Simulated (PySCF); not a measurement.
Si(H)2(Me)(NCO) (C2H5NOSi), SMILES [SiH2](N=C=O)C.

The structure is a stationary point at PBE0-D3(BJ)/def2-SVP. Other conformers were not sampled.

All values below come from TDDFT-PBE/def2-SVPD (PySCF).

Vertical excitations. Isolated molecule, no solvent. State labels are in the subgroup Cs.

### Question
List the lowest excited states. (The exact figures need the calculation; the answer reports its results.)

### Answer

```json
[
 {"state": "S1", "symmetry": "A\"", "energy (eV)": "6.63", "λ (nm)": "187", "f": "0.004", "main pairs": "HOMO→LUMO 97 %"},
 {"state": "S2", "symmetry": "A'", "energy (eV)": "6.77", "λ (nm)": "183", "f": "0.048", "main pairs": "HOMO−1→LUMO 78 %"},
 {"state": "S3", "symmetry": "A\"", "energy (eV)": "6.85", "λ (nm)": "181", "f": "0.000", "main pairs": "HOMO→LUMO+1 99 %"},
 {"state": "S4", "symmetry": "A'", "energy (eV)": "6.87", "λ (nm)": "181", "f": "0.010", "main pairs": "HOMO−1→LUMO+1 89 %"},
 {"state": "S5", "symmetry": "A\"", "energy (eV)": "7.03", "λ (nm)": "176", "f": "0.003", "main pairs": "HOMO−1→LUMO+2 96 %"},
 {"state": "S6", "symmetry": "A'", "energy (eV)": "7.43", "λ (nm)": "167", "f": "0.089", "main pairs": "HOMO−1→LUMO+3 49 %, HOMO→LUMO+2 44 %"},
 {"state": "S7", "symmetry": "A\"", "energy (eV)": "7.58", "λ (nm)": "164", "f": "0.000", "main pairs": "HOMO→LUMO+3 96 %"},
 {"state": "S8", "symmetry": "A\"", "energy (eV)": "7.73", "λ (nm)": "160", "f": "0.014", "main pairs": "HOMO→LUMO+4 97 %"},
 {"state": "S9", "symmetry": "A'", "energy (eV)": "7.73", "λ (nm)": "160", "f": "0.030", "main pairs": "HOMO−1→LUMO+4 88 %"},
 {"state": "S10", "symmetry": "A'", "energy (eV)": "7.89", "λ (nm)": "157", "f": "0.040", "main pairs": "HOMO−1→LUMO+5 77 %"},
 {"state": "T1", "symmetry": "A'", "energy (eV)": "6.28", "λ (nm)": "198", "f": "0", "main pairs": "HOMO−1→LUMO 72 %, HOMO→LUMO+2 19 %"},
 {"state": "T2", "symmetry": "A\"", "energy (eV)": "6.42", "λ (nm)": "193", "f": "0", "main pairs": "HOMO→LUMO 86 %"},
 {"state": "T3", "symmetry": "A'", "energy (eV)": "6.52", "λ (nm)": "190", "f": "0", "main pairs": "HOMO→LUMO+2 78 %, HOMO−1→LUMO 21 %"},
 {"state": "T4", "symmetry": "A\"", "energy (eV)": "6.64", "λ (nm)": "187", "f": "0", "main pairs": "HOMO→LUMO+1 98 %"}
]
```
Triplets are in the Tamm–Dancoff approximation, which puts them higher than full response would, so one can lie above its singlet here.
